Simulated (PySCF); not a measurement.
Atomic charges against the basis set

Species: C5H8Si.
Cartesian coordinates in Å at the PBE0-D3(BJ)/def2-SVP level; atoms count from 1:
```
atom  x, y, z in Å
C1     3.2213    0.8129    0.4057
C2     2.2861    0.0439    0.3555
C3     1.1350   -0.8383    0.3222
Si4   -0.4270    0.0065    0.9730
C5    -2.0760   -0.5537    0.3297
C6    -1.5903    0.8035   -0.2291
H7     4.0566    1.4865    0.4487
H8     0.9223   -1.1700   -0.7086
H9     1.3283   -1.7491    0.9147
H10   -0.3114    0.5399    2.3525
H11   -2.9530   -0.5281    0.9862
H12   -2.1210   -1.3856   -0.3828
H13   -1.3241    0.8284   -1.2921
H14   -2.1578    1.6901    0.0746
```

PBE0 throughout (PySCF), one geometry, spherical d and f functions. Isolated species at its PBE0-D3(BJ)/def2-SVP geometry (one conformer only). Atoms taken as equivalent share a column and are averaged. The first 7 of 10 kinds of atom are listed.

Mulliken charges (e):

```
        basis  functions      C1      C2      C3     Si4   C5/C6      H7   H8/H9
       STO-3G         42  -0.154  -0.051  -0.313  +0.637  -0.314  +0.115  +0.100
        6-31G         74  -0.463  +0.175  -0.715  +0.794  -0.607  +0.272  +0.229
     pcSseg-0         74  -0.313  -0.069  -0.958  +1.233  -0.914  +0.275  +0.302
       6-31G*        104  -0.496  +0.292  -0.688  +0.519  -0.528  +0.232  +0.226
      cc-pVDZ        128  -0.427  +0.271  -0.168  +0.301  -0.189  +0.004  +0.089
     def2-SVP        128  -0.430  +0.240  -0.227  +0.404  -0.260  +0.042  +0.101
  aug-cc-pVDZ        214  +0.983  -0.341  +0.031  +0.222  +0.813  -0.648  -0.178
6-311+G(2d,p)        218  -1.014  +1.044  -0.847  +0.757  -0.467  +0.156  +0.191
    def2-TZVP        240  -0.173  -0.004  -0.414  +0.263  -0.340  +0.174  +0.157
      cc-pVTZ        296  -0.202  -0.012  -0.278  +0.247  -0.285  +0.148  +0.120
     IGLO-III        299  -0.204  -0.028  -0.420  +0.772  -0.456  +0.148  +0.150
```

IAO charges (e):

| basis | functions | C1 | C2 | C3 | Si4 | C5/C6 | H7 | H8/H9 |
| --- | --- | --- | --- | --- | --- | --- | --- | --- |
| STO-3G | 42 | -0.181 | -0.044 | -0.504 | +0.847 | -0.503 | +0.157 | +0.154 |
| 6-31G | 74 | -0.255 | -0.022 | -0.532 | +0.715 | -0.520 | +0.198 | +0.182 |
| pcSseg-0 | 74 | -0.241 | -0.026 | -0.546 | +0.749 | -0.535 | +0.190 | +0.184 |
| 6-31G* | 104 | -0.249 | -0.025 | -0.541 | +0.811 | -0.526 | +0.194 | +0.175 |
| cc-pVDZ | 128 | -0.257 | -0.024 | -0.540 | +0.807 | -0.528 | +0.197 | +0.177 |
| def2-SVP | 128 | -0.249 | -0.023 | -0.540 | +0.825 | -0.525 | +0.191 | +0.175 |
| aug-cc-pVDZ | 214 | -0.270 | -0.024 | -0.544 | +0.811 | -0.539 | +0.203 | +0.181 |
| 6-311+G(2d,p) | 218 | -0.269 | -0.023 | -0.555 | +0.844 | -0.549 | +0.203 | +0.182 |
| def2-TZVP | 240 | -0.268 | -0.023 | -0.557 | +0.853 | -0.551 | +0.203 | +0.182 |
| cc-pVTZ | 296 | -0.268 | -0.024 | -0.554 | +0.839 | -0.548 | +0.203 | +0.182 |
| IGLO-III | 299 | -0.270 | -0.023 | -0.558 | +0.854 | -0.552 | +0.204 | +0.183 |

Hirshfeld charges (e):

```csv
basis,functions,C1,C2,C3,Si4,C5/C6,H7,H8/H9
STO-3G,42,-0.119,-0.072,-0.049,+0.353,-0.120,+0.075,+0.029
6-31G,74,-0.138,-0.048,-0.113,+0.286,-0.161,+0.096,+0.060
pcSseg-0,74,-0.132,-0.052,-0.114,+0.328,-0.160,+0.092,+0.054
6-31G*,104,-0.138,-0.049,-0.114,+0.281,-0.161,+0.097,+0.063
cc-pVDZ,128,-0.135,-0.047,-0.124,+0.319,-0.166,+0.092,+0.061
def2-SVP,128,-0.134,-0.046,-0.128,+0.328,-0.168,+0.091,+0.061
aug-cc-pVDZ,214,-0.131,-0.049,-0.143,+0.340,-0.180,+0.091,+0.065
"6-311+G(2d,p)",218,-0.131,-0.054,-0.137,+0.338,-0.176,+0.092,+0.064
def2-TZVP,240,-0.133,-0.049,-0.137,+0.333,-0.176,+0.091,+0.065
cc-pVTZ,296,-0.134,-0.047,-0.136,+0.332,-0.175,+0.091,+0.064
IGLO-III,299,-0.134,-0.051,-0.139,+0.338,-0.177,+0.091,+0.065
```

Some averages cover members that differ in this geometry, most widely: C5/C6, Mulliken in 6-311+G(2d,p) -0.487 to -0.447; C5/C6, Mulliken in aug-cc-pVDZ +0.794 to +0.832 e.

Problem. Which scheme is steadiest as the basis changes?

Solution. Largest range over the bases for any column: Hirshfeld 0.09 e, IAO 0.14 e, Mulliken 2.00 e. Hirshfeld charges move least and Mulliken charges most, counted in e. Without the minimal STO-3G basis the ranges are Hirshfeld 0.06, IAO 0.14, Mulliken 2.00 e.

Problem. How much do the charges still move between the two largest bases, cc-pVTZ and IGLO-III?

Solution. At most, over all atoms: Mulliken 0.524 e, IAO 0.015 e, Hirshfeld 0.006 e.

Problem. What do the same runs give for the total energy, the frontier levels and the dipole moment?

Solution. 
| basis | energy (Eh) | HOMO (eV) | LUMO (eV) | μ (D) |
| --- | --- | --- | --- | --- |
| STO-3G | -478.6829 | -4.82 | 4.85 | 0.56 |
| 6-31G | -484.2710 | -6.77 | 1.15 | 0.70 |
| pcSseg-0 | -483.5987 | -7.17 | 0.88 | 0.46 |
| 6-31G* | -484.3430 | -6.62 | 1.02 | 0.69 |
| cc-pVDZ | -484.3733 | -6.73 | 0.89 | 0.66 |
| def2-SVP | -484.1377 | -6.80 | 0.84 | 0.61 |
| aug-cc-pVDZ | -484.3856 | -6.82 | -0.05 | 0.69 |
| 6-311+G(2d,p) | -484.4324 | -6.84 | 0.14 | 0.66 |
| def2-TZVP | -484.4499 | -6.81 | 0.51 | 0.66 |
| cc-pVTZ | -484.4481 | -6.80 | 0.62 | 0.66 |
| IGLO-III | -484.4554 | -6.83 | 0.49 | 0.67 |

The dipole is fixed by the density alone, so its range of 0.24 D shows that the density itself changes with the basis, not only its division among atoms.
